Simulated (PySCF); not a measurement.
Radial density of Cu⁺ (copper, charge +1)

LDA, [Ar] 3d10, closed-shell 1S. Calculation: PySCF 2.14, in aug-cc-pVDZ-DK (7s6p4d2f, 59 functions); the spin-free X2C one-electron Hamiltonian (Gaussian nucleus).

```tsv
r (bohr)	4πr²ρ (e/bohr)
0.000925	0.2727
0.00156	0.6808
0.00262	1.663
0.00440	3.919
0.00740	8.697
0.0125	17.35
0.0209	28.78
0.0352	35.35
0.0593	30.19
0.0997	30.25
0.168	40.20
0.282	23.61
0.474	20.07
0.798	18.68
1.34	5.150
2.26	0.8246
3.80	0.07786
6.39	5.606e-05
```

Densities and radii are taken from the X2C orbitals without a picture-change correction, which distorts them close to the nucleus.
